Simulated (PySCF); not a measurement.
# Peak assignment

Bonds: C1-Si2, Si2-O3, O3-C4, C4-C5, C5-C6, C6-N7. C1 carries H8, H9, H10; Si2 carries H11, H12; C4 carries H13, H14; C5 carries H15, H16; C6 carries H17; N7 carries H18.

No solvent, one computed conformer, relativity neglected, one averaged value for each set of equivalent atoms. NMR shieldings at PBE0/pcSseg-1/GIAO; geometry from GFN2-xTB; PySCF 2.14.0 with density-fitted response routines.

Shifts are taken against calculated references (same method and geometry level): 13C, 1H against TMS.

(1) Assign these signals to the numbered atoms. 13C{1H} NMR (computed): δ 176.6 (CH), 66.3 (CH2), 47.6 (CH2), -2.6 (CH3).

(2) Assign these signals to the numbered atoms. 1H NMR (500 MHz, computed): δ 11.03 (br s, 1H), 8.68 (t, 1H), 4.98 (q, 2H), 4.06 (t, 2H), 2.53 (m, 2H), 0.26 (t, 3H).

Results:

(1) 
| δ (ppm) | atoms | environment | reason |
| --- | --- | --- | --- |
| 176.6 | C6 | carbon bonded to C, N, H | – |
| 66.3 | C4 | carbon bonded to C, O, 2 H | – |
| 47.6 | C5 | carbon bonded to 2 C, 2 H | – |
| -2.6 | C1 | carbon bonded to Si, 3 H | – |

(2) 
| δ (ppm) | atoms | environment | reason |
| --- | --- | --- | --- |
| 11.03 | H18 | hydrogen on a nitrogen bonded to C | – |
| 8.68 | H17 | hydrogen on a carbon bonded to C, N | – |
| 4.98 | H11/H12 | hydrogen on a silicon bonded to C, O | – |
| 4.06 | H13/H14 | hydrogen on a carbon bonded to C, O | – |
| 2.53 | H15/H16 | hydrogen on a carbon bonded to 2 C | – |
| 0.26 | H8/H9/H10 | hydrogen on a carbon bonded to Si | – |

The OH or NH signal is concentration- and solvent-dependent in practice; the value given is the gas-phase one. Shifts are as computed. Against solution values, carbons near 30 ppm lie about +3 ppm off and those near 130 ppm about +5 ppm. Of 1211 compounds with measured shifts, 218 miss one by over three times the rms of a fit or turn the order of signals round; such compounds aren't used in these exercises. No couplings were computed; multiplicities are counted from neighbouring protons, with m where these are inequivalent, close in shift, in a saturated or five-membered ring or joined by F or P, and br s for small geminal =CH2 splittings.
